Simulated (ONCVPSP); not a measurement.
Before and after: ONCV potential for Gd (Z = 64)

Gd (Z = 64), optimised norm-conserving Vanderbilt (ONCV), made with ONCVPSP 4.0.1 (PBE, scalar-relativistic). Core [Kr] 4d10, reference 4f7 5s2 5p6 5d1 6s1 6p1. Waves: 5s+6s: rc 1.75 bohr, ncon 3, nbas 7, qcut 6.6 1/bohr, 2 projectors; 5p+6p: rc 2.70 bohr, ncon 5, nbas 9, qcut 6.2 1/bohr, 2 projectors; 5d: rc 3.70 bohr, ncon 4, nbas 9, qcut 4.2 1/bohr, 2 projectors, debl 1.3 Ha; 4f: rc 1.25 bohr, ncon 3, nbas 7, qcut 15.9 1/bohr, local. Local part: the f channel. Core correction: Teter function fitted to the true core (icmod 2), fcfact 0.2.

Change: all radii but the core radius scaled by about 1.19 (s 2.08, p 3.22, d 4.42, f 1.50 bohr).

Cutoffs: the cutoffs (Ha) at which the residual kinetic energy of the hardest occupied pseudo-wave falls to 1 and 0.1 mHa per electron; they do not see the model core or the augmentation charge, which bear on the density cutoff. Errors are all-electron minus pseudo energies relative to the spin-unpolarised reference configuration.

Question: What does the change do?

Answer: The potential gets softer (94 Ha and 105 Ha → 76 Ha and 84 Ha); the bound ghosts move from d, p, s to p, s; the lowest positive-energy flag moves from s at 217.1 eV to d at 53.4 eV; of the 4 tests that both files solve, the error grows in 2 and shrinks in 0 by more than 15 % and 0.3 meV (median size 5.5 → 9.3 meV). A larger radius leaves more room for a smooth pseudo-wave, so fewer plane waves are needed.

| quantity | base | changed |
| --- | --- | --- |
| cutoff, loose | 94 Ha | 76 Ha |
| cutoff, tight | 105 Ha | 84 Ha |
| loose cutoff by channel | s 16 Ha, p 6.9 Ha, d 5.9 Ha, f 94 Ha | s 14 Ha, p 7.2 Ha, d 5.0 Ha, f 76 Ha |
| bound ghosts | s, p, d | s, p |
| GHOST(+) flags under 300 eV | s at 217.1 eV | d at 53.4 eV |
| error for 4f7 5s2 5p6 5d1 6s2 6p0, meV [ΔE -2.87 eV] | +0.2 | -0.5 |
| error for 4f7 5s2 5p6 5d1 6s1 6p0, meV [ΔE 3.78 eV] | -1.3 | -1.4 |
| error for 4f7 5s2 5p6 5d1 6s0 6p0, meV [ΔE 15.88 eV] | -9.8 | -17 |
| error for 4f7 5s1 5p6 5d1 6s2 6p0, meV [ΔE 52.45 eV] | -65 | -116 |
| rms error of d²Exc/dni dnj with the model core, mHa | 2.07 | 2.28 |

 A true bound ghost makes a file unfit for plane-wave use even where its test errors are small: the radial tests pick states by their node count and pass the ghost by.
